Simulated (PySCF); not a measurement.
Vibration and rotation of BeCl

UHF-CCSD(T) constants of BeCl, ²Σ⁺ (doublet), unpaired electrons σ ↑ (basis Be cc-pVTZ, Cl cc-pV(T+d)Z; no relativity; PySCF 2.14; masses 9.0122 and 34.9689 u):

* ωe: 853.0 cm⁻¹
* ωexe: 4.85 cm⁻¹
* Be: 0.72656 cm⁻¹
* αe: 0.00655 cm⁻¹
* D (centrifugal): 2.11e-06 cm⁻¹
* De to Be + Cl: 3.90 eV

(1) Give the vibrational terms G(v) and spacings up to v = 6.

(2) How well does the Morse estimate ωe²/(4ωexe) reproduce De, and what is D0?

Correlated steps freeze 5 core orbitals. The state was picked by a PBE0 search and need not be the measured ground state.

Answers

(1) G(v) = ωe(v+½) − ωexe(v+½)².

```
v  G(v) (cm⁻¹)  G(v) − G(v−1)  Bv (cm⁻¹)
0        425.3                    0.7233
1       1268.6          843.3     0.7167
2       2102.2          833.6     0.7102
3       2926.1          823.9     0.7036
4       3740.3          814.2     0.6971
5       4544.8          804.5     0.6905
6       5339.6          794.8     0.6840
```

(2) It gives 4.65 eV, 119 % of the computed De. D0 = De − G(0) = 3.90 − 0.05 = 3.85 eV.
